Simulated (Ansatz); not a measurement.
`FB(F)S` + `[SiH3][SiH2][GeH3]` → `FB(S)[SiH2][SiH3]` + `[F][GeH3]`  (redistribution)

Calculated with Ansatz (gas phase, PBE0-D4/def2-TZVP geometries, no zero-point term in ΔE). CCSD(T)/CBS adds triple-zeta CCSD(T) − MP2 to the extrapolated MP2 energy (def2 sets, frozen cores). This one scheme is used for every species. Functionals use def2-TZVPP. For Ge outer-core shells are correlated without core-valence functions, which leaves a few kJ/mol of doubt a bond. Scalar relativity is left out up to krypton. One conformer a species, not always the lowest.

CCSD(T)/CBS gives +125.2 kJ/mol.

**Question.** Another level gave +127.2 kJ/mol. Which?
A. r2SCAN0/def2-TZVPP
B. PBE0-D4/def2-TZVPP
C. CAM-B3LYP-D4/def2-TZVPP
D. revPBE/def2-TZVPP

**Answer.** B. PBE0-D4 127.2, CAM-B3LYP-D4 122.8, revPBE 117.0, r2SCAN0 131.6 kJ/mol.

Largest T1 diagnostic among the species: 0.015.

At CCSD(T), def2-SVP lies +6.5 kJ/mol from the extrapolated value and def2-TZVPP +0.4 kJ/mol. Leaving LDA and LC-ωPBE aside and taking each functional with its dispersion term where it has one, the values, not all of them listed here, spread over 16.1 kJ/mol, from BLYP-D4 to r2SCAN0-D4. LDA lies +13.8 kJ/mol from PBE without D4.
